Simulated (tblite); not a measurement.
C₆H₈F₃P.
Z-matrix (Å and degrees, GFN2-xTB geometry), rows numbered from 1:
```
C 
C   1  1.4905
C   2  1.3234  1  126.44
C   3  1.5002  2  117.58  1   179.18
P   4  1.8630  3  106.21  2     8.85
C   5  1.8968  4   95.37  3    83.91
F   6  1.3427  5  116.14  4   -47.68
F   6  1.3437  5  110.18  4  -168.44
F   6  1.3428  5  110.49  4    73.53
C   2  1.5089  1  117.76  3   178.95
H   1  1.0894  2  110.04  3   118.97
H   1  1.0897  2  110.34  3  -122.20
H   1  1.0863  2  110.78  3    -1.40
H   3  1.0778  2  123.82  1     0.09
H   4  1.0938  3  112.86  2   130.19
H   4  1.0950  3  110.92  2  -109.45
H  10  1.0946  2  110.49  1   -69.94
H  10  1.0938  2  112.62  1    49.97
```

Level: GFN2-xTB in tblite, geometry and Hessian alike; calculated harmonic values, unscaled, isolated species. This tight-binding method is rough: wavenumbers can miss measured ones by several per cent, in bad cases by 10 to 20. One conformer, not necessarily the lowest.

Harmonic wavenumbers (cm⁻¹): 33.5, 68.0, 117.8, 143.4, 180.3, 225.6, 252.4, 284.8, 318.1, 396.5, 413.0, 451.6, 473.5, 494.9, 595.0, 660.2, 721.3, 755.3, 764.0, 822.0, 860.1, 881.3, 979.6, 1007.3, 1038.2, 1044.7, 1045.4, 1072.7, 1083.3, 1101.0, 1157.5, 1204.9, 1221.6, 1276.5, 1401.1, 1426.0, 1430.1, 1472.1, 1476.5, 1736.7, 2923.5, 2929.0, 2950.2, 2953.7, 3003.1, 3017.3, 3054.6, 3103.6.

A = 1907, B = 873.3, C = 809.8 MHz; mass 168.032 u (most abundant isotopes); point group C1, symmetry number 1.

Question: Zero-point energy?

Answer: Half the sum of the wavenumbers: 28011 cm⁻¹ = 335.09 kJ/mol.

Question: Give the ideal-gas entropy at 350 K and 1 bar in the rigid-rotor, harmonic-oscillator model (classical rotation).

Answer: Translation 176.09, rotation 126.92, vibration 155.94: S = 459.0 J/(mol K).

Question: And Cp and H(350 K) − H(0)?

Answer: Cp = 194.43 J/(mol K), of which vibrations give 161.17 (their classical limit is 48 R = 399.1); H(350 K) − H(0) = 40.22 kJ/mol without the zero-point energy, 28.58 from vibrations.

Question: What must be added to the electronic energy to get the Gibbs energy at 350 K and 1 bar?

Answer: ZPE + [H(350 K) − H(0)] − T·S = 335.09 + 40.22 − 160.63 = 214.68 kJ/mol.

Question: Blend soft modes into free rotors: weight 1/[1 + (100 cm⁻¹/ν̃)⁴] for the oscillator and the rest for a rotor with moment μB/(μ + B), μ = h/(8π²ν), B = 10⁻⁴⁴ kg m². What vibrational entropy results?

Answer: 143.31 J/(mol K) in place of 155.94, which changes −T·S at 350 K by +4.42 kJ/mol.

Question: How do the functions run with temperature in this model?

Answer: 
```tsv
T (K)	S (J/(mol K))	Cp (J/(mol K))	H − H(0) (kJ/mol)	G − H(0) (kJ/mol)	ln q(vib)
150	337.0	104.6	10.18	-40.37	3.32
250	401.2	150.5	22.94	-77.36	6.12
298.15	429.6	172.2	30.71	-97.37	7.48
400	486.2	214.1	50.44	-144.04	10.33
600	585.4	274.4	99.75	-251.46	15.81
900	707.9	328.3	190.93	-446.14	23.40
```

q(vib) and H(0) count from the zero-point level.

Question: Which modes carry the vibrational entropy at 350 K?

Answer: 33.5 cm⁻¹: 24.81; 68.0 cm⁻¹: 18.94; 117.8 cm⁻¹: 14.42; 143.4 cm⁻¹: 12.83; 180.3 cm⁻¹: 10.99; 225.6 cm⁻¹: 9.23 J/(mol K); the other 42 give 64.72 together.

Hindered rotation and anharmonicity are outside this model. Other conformers, if any are populated, would add a mixing term that is left out. The structure is chiral; the term R ln 2 for an equal mix with its mirror image is left out.

On an Arm Neoverse V2 with one thread (shared host), this took 0.68 s of wall time. This covers the Hessian and the dipole derivatives.
